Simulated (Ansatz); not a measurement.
The cluster Li11⁻. Charge -1, multiplicity 1. Geometry relaxed at B3LYP/def2-SVPD.

```csv
atom,x (Å),y (Å),z (Å)
Li1,-1.942,-1.887,0.408
Li2,0.145,2.508,-0.116
Li3,0.163,-0.174,1.537
Li4,-2.146,2.473,-2.234
Li5,-0.556,0.111,-1.448
Li6,-0.183,-2.840,2.761
Li7,0.909,-2.346,-0.121
Li8,1.021,2.219,-2.879
Li9,2.733,-1.624,2.030
Li10,-2.393,1.207,0.571
Li11,2.248,0.354,-0.508
```

The restricted singlet is unstable towards broken spin symmetry in Hartree–Fock (as tested in another run); at B3LYP/def2-SVPD this wasn't settled. The structure comes from a short search, and lower isomers may exist.

Q: Estimate the harmonic wavenumbers at RKS B3LYP/def2-SVPD (Ansatz, unscaled). Is this a minimum?

A: 65, 76, 105, 119, 137, 142, 152, 158, 161, 174, 181, 184, 192, 193, 206, 218, 219, 224, 243, 252, 260, 265, 286, 289, 299, 306, 310 cm⁻¹. Yes, no mode is imaginary beyond noise. Zero-point energy 32.4 kJ/mol. Hardware: 4 threads of Arm Neoverse V1 on a shared host. Wall time 2.9 min.
